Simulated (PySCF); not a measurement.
Sn(H)(OMe) (CH4OSn), SMILES C[O][SnH] (connectivity only; charge and spin as stated), neutral, multiplicity 1.

Coordinates come from a B3LYP-D3(BJ)/def2-SVP optimisation. The def2 effective core potentials stand for the cores of Sn; spin–orbit coupling is left out.

Level of theory: IEF-PCM-B3LYP/def2-SVP (PySCF).

The values are the electrostatic part of the solvation free energy, E(continuum) − E(gas) at the gas-phase geometry, in a cavity of scaled van der Waals radii (PySCF's table); cavitation and dispersion terms are not included. A continuum can't describe solvent molecules that bind to the metal. In vacuum the orbital gap is 4.00 eV. The dipole moment in vacuum is 0.91 D.

Computed values in water (ε = 78.36), 2-propanol (ε = 19.26), dichloromethane (ε = 8.93):
```json
[
 {"solvent": "water", "ε": "78.36", "ΔG(elec) (kcal/mol)": "-3.4", "dipole (D)": "1.24", "gap (eV)": "4.20"},
 {"solvent": "2-propanol", "ε": "19.26", "ΔG(elec) (kcal/mol)": "-3.1", "dipole (D)": "1.22", "gap (eV)": "4.18"},
 {"solvent": "dichloromethane", "ε": "8.93", "ΔG(elec) (kcal/mol)": "-2.8", "dipole (D)": "1.18", "gap (eV)": "4.16"}
]
```
